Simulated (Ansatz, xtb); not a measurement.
# Two structures of C2H8AlGa

We compare a, `[CH3][GaH][CH2][AlH2]`, a singlet, with b, a singlet given by its coordinates. Both are isolated molecules in the gas phase, relaxed with B3LYP/6-31G*; the shapes shown needn't be the lowest conformers.

a (Å):

```xyz
12

C     0.1956    1.3996    2.4544
C    -1.0917    1.8967   -0.7302
Al   -0.1407    0.8775   -2.0930
Ga   -1.1773    1.0522    1.0626
H     0.6587    0.4546    2.7636
H     0.9797    2.0802    2.1102
H    -0.2789    1.8314    3.3439
H    -2.3803    0.0592    1.3688
H    -0.5949    2.8666   -0.5959
H    -2.1313    2.0408   -1.0520
H    -0.9177   -0.1608   -3.0184
H     1.4344    1.0493   -2.2650
```

b (Å):

```csv
atom,x (Å),y (Å),z (Å)
C,-2.5497,-0.3273,-1.9572
C,2.8782,0.8734,-0.9084
Al,-1.0874,-0.8516,-0.7383
Ga,0.9155,0.7057,-0.5109
H,-3.2892,0.3018,-1.4474
H,-2.1972,0.2205,-2.8386
H,-3.0798,-1.2193,-2.3174
H,-1.2954,-1.5876,0.6601
H,0.3746,-1.2672,-1.4420
H,3.0518,0.8524,-1.9910
H,3.2727,1.8135,-0.5067
H,3.4291,0.0393,-0.4573
```

Close contacts (Å): C1–Al3 1.97, C2–Ga4 2.01, Al3–Ga4 2.55, C1–H5 1.10, C1–H6 1.10, C1–H7 1.10, C2–H10 1.10, C2–H11 1.10, C2–H12 1.10, Al3–H8 1.59, Al3–H9 1.67.

Estimate which is lower in electronic energy at CCSD(T)/def2-SVP + ΔMP2/def2-TZVPP, and by roughly how much.

Too close to call at this level: CCSD(T)/def2-SVP + ΔMP2/def2-TZVPP gives E(b) − E(a) = +0.85 kcal/mol.

How the difference moves with the method:

```json
{"level": "B3LYP/6-31G*", "geometry": "B3LYP/6-31G*", "E(b) − E(a) (kcal/mol)": "−5.32", "departure from the last row (kcal/mol)": "−6.17", "job, with rough time for the two": "optimisation, 3.3 min"}
{"level": "HF/def2-SVP", "geometry": "B3LYP/6-31G*", "E(b) − E(a) (kcal/mol)": "+4.27", "departure from the last row (kcal/mol)": "+3.42", "job, with rough time for the two": "part of the CCSD(T) run"}
{"level": "MP2/def2-SVP", "geometry": "B3LYP/6-31G*", "E(b) − E(a) (kcal/mol)": "+5.36", "departure from the last row (kcal/mol)": "+4.51", "job, with rough time for the two": "part of the CCSD(T) run"}
{"level": "CCSD(T)/def2-SVP", "geometry": "B3LYP/6-31G*", "E(b) − E(a) (kcal/mol)": "+1.79", "departure from the last row (kcal/mol)": "+0.94", "job, with rough time for the two": "single point"}
{"level": "CCSD(T)/def2-SVP + ΔMP2/def2-TZVPP", "geometry": "B3LYP/6-31G*", "E(b) − E(a) (kcal/mol)": "+0.85", "departure from the last row (kcal/mol)": "", "job, with rough time for the two": "single point, 58 s"}
```

The largest departure from CCSD(T)/def2-SVP + ΔMP2/def2-TZVPP is that of B3LYP/6-31G*, 6.17 kcal/mol. Levels run at GFN2-xTB geometries aren't shown. The last row adds to CCSD(T) the change of the MP2 difference between the two basis sets, here −0.94 kcal/mol.

With harmonic frequencies from B3LYP/6-31G* (ideal gas, rigid rotor, one conformer each, 298.15 K, 1 atm): on the last row, ΔE + ΔZPE = +2.83 kcal/mol. A mode under 50 cm⁻¹ makes harmonic enthalpies and free energies unreliable, so none is given.

The correlated steps freeze 16 core orbitals; the filled d shell of Ga is correlated, in a basis made for valence electrons. Programs: Ansatz 0.2.0; the last row on 2 threads of Intel(R) Xeon(R) Platinum 8375C CPU @ 2.90GHz (Ice Lake) on a shared host.
